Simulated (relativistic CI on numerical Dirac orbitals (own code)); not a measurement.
Calculated at this level of theory: Dirac-Coulomb-Breit CI, KLI orbitals optimised for each configuration, a model potential for QED, unscaled Slater integrals (own radial code, finite nucleus).

CI space (outside the closed core 1s2): 2s²2p⁵, 2s2p⁶, 2p⁶3s, 2p⁶3p, 2s²2p⁴3s, 2p⁶3d, 2s²2p⁴3p, 2s²2p⁴3d, 2s2p⁵3s, 2s2p⁵3p, 2s2p⁵3d, 2s²2p⁴4s, 2s²2p⁴4p, 2s²2p⁴4d, 2s²2p⁴4f, 2s²2p³3s², 2s2p⁵4s, 2s2p⁵4p, 2s²2p³3s3p, 2s2p⁵4d, 2s2p⁵4f, 2s²2p⁴5s, 2s²2p⁴5p, 2s²2p³3s3d, 2s²2p⁴5d, 2s²2p³3p², 2s²2p⁴5f, 2s²2p⁴5g, 2s²2p³3p3d, 2s2p⁴3s², 2s²2p³3d², 2s2p⁴3s3p, 2s2p⁴3s3d, 2s2p⁴3p², 2s2p⁵5s, 2s2p⁵5p. Levels of other configurations are missing.

At this charge energies of transitions that change n are usually good to better than 1 %, and those within a shell (Δn = 0) to a few per cent.

Outline of the computed level scheme of Ho LIX. Lowest level of each configuration: 2s²2p⁵ ²P°3/2 at 0.00 eV; 2s2p⁶ ²S1/2 at 1295.72 eV; 2s²2p⁴3s ⁴P5/2 at 6869.68 eV; 2s²2p⁴3p ⁴P°3/2 at 6987.30 eV; 2s²2p⁴3d ⁴D3/2 at 7362.74 eV; 2s2p⁵3s ⁴P°5/2 at 8095.56 eV; 2s2p⁵3p ²D5/2 at 8229.73 eV.

Some strong electric-dipole decays among the lowest 45 levels: 2s²2p⁴3d ²P3/2 → 2s²2p⁵ ²P°3/2 (1.3e+15 s⁻¹); 2s²2p⁴3d ²D5/2 → 2s²2p⁵ ²P°3/2 (1.0e+15 s⁻¹); 2s²2p⁴3d ²D5/2 → 2s²2p⁵ ²P°3/2 (7.4e+14 s⁻¹); 2s2p⁵3p ²D5/2 → 2s²2p⁵ ²P°3/2 (5.8e+14 s⁻¹); 2s²2p⁴3d ²P1/2 → 2s²2p⁵ ²P°3/2 (5.3e+14 s⁻¹); 2s²2p⁴3d ⁴P1/2 → 2s²2p⁵ ²P°3/2 (2.0e+14 s⁻¹); 2s²2p⁴3s ²P3/2 → 2s²2p⁵ ²P°3/2 (1.4e+14 s⁻¹); 2s²2p⁴3s ²P1/2 → 2s²2p⁵ ²P°1/2 (9.9e+13 s⁻¹).

LS names give the leading component of a level, which can be under half, so a name can repeat, a term be missing and a line seem to break the LS rules.
